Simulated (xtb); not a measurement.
propylene glycol (C3H8O2), singlet, geometry from GFN2-xTB; GFN0-xTB (xtb).

xtb was given this input:
```
$ xtb mol.xyz --gfn 0 --grad --json

# file mol.xyz
13

C      1.83324331     0.13638099     0.35090210
C      0.42691443     0.30654220    -0.21207806
O     -0.28124422     1.34971891     0.43155499
C     -0.38814764    -0.99223231    -0.10847029
O     -1.67642873    -0.82208827    -0.63781928
H      2.36667096     1.08275455     0.30757844
H      1.78849069    -0.19345144     1.38820166
H      2.38133734    -0.60316406    -0.22521041
H      0.47213216     0.61355869    -1.26229834
H     -0.25594914     1.19385292     1.38370519
H      0.09000513    -1.79465989    -0.67338889
H     -0.44945832    -1.29548663     0.95090902
H     -1.96390590     0.07140544    -0.40150486
```

The log (banner, timings and long lists left out):

```
   ID    Z sym.   atoms
    1    6 C      1, 2, 4
    2    8 O      3, 5
    3    1 H      6-13

           -------------------------------------------------
          |                Calculation Setup                |
           -------------------------------------------------

           -------------------------------------------------
          |                 G F N 0 - x T B                 |
           -------------------------------------------------

          ...................................................
          :                      SETUP                      :
          :.................................................:
          :  # basis functions                  36          :
          :  # atomic orbitals                  36          :
          :  # shells                           26          :
          :  # electrons                        32          :
          :  electronic temp.          300.0000000     K    :
          :  accuracy                    1.0000000          :
          :  -> integral cutoff          0.2500000E+02      :
          :  -> integral neglect         0.1000000E-07      :
          ...................................................

         :::::::::::::::::::::::::::::::::::::::::::::::::::::
         ::                     SUMMARY                     ::
         :::::::::::::::::::::::::::::::::::::::::::::::::::::
         :: total energy             -17.312965648606 Eh    ::
         :: gradient norm              0.017122330846 Eh/a0 ::
         :: HOMO-LUMO gap              6.324656744129 eV    ::
         ::.................................................::
         :: H0 energy                -17.400333586243 Eh    ::
         :: repulsion energy           0.184069227707 Eh    ::
         :: electrostat energy        -0.068537536693 Eh    ::
         :: -> Gsolv                   0.000000000000 Eh    ::
         ::    -> Gsasa                0.000000000000 Eh    ::
         ::    -> Gshift               0.000000000000 Eh    ::
         :: dispersion energy         -0.002958845138 Eh    ::
         :: short-range corr.         -0.025204908239 Eh    ::
         :: add. restraining           0.000000000000 Eh    ::
         :: total charge              -0.000000000000 e     ::
         :::::::::::::::::::::::::::::::::::::::::::::::::::::

           -------------------------------------------------
          |                Property Printout                |
           -------------------------------------------------

    * Orbital Energies and Occupations

         #    Occupation            Energy/Eh            Energy/eV
      -------------------------------------------------------------
         1        2.0000           -0.6945628             -18.9000
       ...           ...                  ...                  ...
         4        2.0000           -0.6155429             -16.7498
         5        2.0000           -0.6028648             -16.4048
         6        2.0000           -0.5652935             -15.3824
         7        2.0000           -0.5499808             -14.9657
         8        2.0000           -0.5328963             -14.5008
         9        2.0000           -0.5317986             -14.4710
        10        2.0000           -0.5197161             -14.1422
        11        2.0000           -0.5159501             -14.0397
        12        2.0000           -0.4961276             -13.5003
        13        2.0000           -0.4668308             -12.7031
        14        2.0000           -0.4577366             -12.4556
        15        2.0000           -0.4226820             -11.5018
        16        2.0000           -0.4073287             -11.0840 (HOMO)
        17                         -0.1749018              -4.7593 (LUMO)
        18                         -0.1610896              -4.3835
        19                         -0.1450692              -3.9475
        20                         -0.1222689              -3.3271
        21                         -0.1070992              -2.9143
        22                         -0.0894066              -2.4329
        23                         -0.0854184              -2.3244
        24                         -0.0686624              -1.8684
        25                         -0.0295427              -0.8039
        26                         -0.0073714              -0.2006
        27                          0.0447825               1.2186
       ...                                ...                  ...
        36                          0.4013734              10.9219
      -------------------------------------------------------------
                  HL-Gap            0.2324269 Eh            6.3247 eV
             Fermi-level            0.0000000 Eh            0.0000 eV

     #   Z          covCN         q      C6AA      α(0)
     1   6 C        3.752    -0.468    34.822     8.516
     2   6 C        3.723     0.213    19.435     6.370
     3   8 O        1.655    -0.581    24.521     6.698
     4   6 C        3.674     0.039    22.501     6.874
     5   8 O        1.655    -0.539    23.565     6.567
     6   1 H        0.925     0.170     1.263     1.758
     7   1 H        0.925     0.142     1.449     1.882
     8   1 H        0.925     0.139     1.472     1.897
     9   1 H        0.924     0.087     1.909     2.160
    10   1 H        0.805     0.300     0.720     1.332
    11   1 H        0.924     0.084     1.935     2.175
    12   1 H        0.923     0.071     2.071     2.251
    13   1 H        0.805     0.342     0.606     1.223

 Mol. C6AA /au·bohr⁶  :       1166.452360
 Mol. C8AA /au·bohr⁸  :      24737.158919
 Mol. α(0) /au        :         49.703687

Wiberg/Mayer (AO) data.
largest (>0.10) Wiberg bond orders for each atom

 ---------------------------------------------------------------------------
     #   Z sym  total        # sym  WBO       # sym  WBO       # sym  WBO
 ---------------------------------------------------------------------------
     1   6 C    3.979 --     2 C    1.007     6 H    0.981     7 H    0.979
                             8 H    0.978
     2   6 C    3.954 --     1 C    1.007     4 C    0.989     3 O    0.984
                             9 H    0.972
     3   8 O    2.098 --     2 C    0.984    10 H    0.982
     4   6 C    3.955 --     5 O    0.996     2 C    0.989    11 H    0.974
                            12 H    0.968
     5   8 O    2.052 --     4 C    0.996    13 H    0.976
     6   1 H    0.987 --     1 C    0.981
     7   1 H    0.981 --     1 C    0.979
     8   1 H    0.980 --     1 C    0.978
     9   1 H    1.001 --     2 C    0.972
    10   1 H    0.982 --     3 O    0.982
    11   1 H    1.000 --     4 C    0.974
    12   1 H    0.994 --     4 C    0.968
    13   1 H    1.008 --     5 O    0.976
 ---------------------------------------------------------------------------

Topologies differ in total number of bonds
Writing topology from bond orders to xtbtopo.mol

 dipole moment from electron density (au)
     X       Y       Z
   0.5394   0.1093   0.6933  total (Debye):    2.250

           -------------------------------------------------
          | TOTAL ENERGY              -17.312965648606 Eh   |
          | GRADIENT NORM               0.017122330846 Eh/α |
          | HOMO-LUMO GAP               6.324656744129 eV   |
           -------------------------------------------------

normal termination of xtb
```
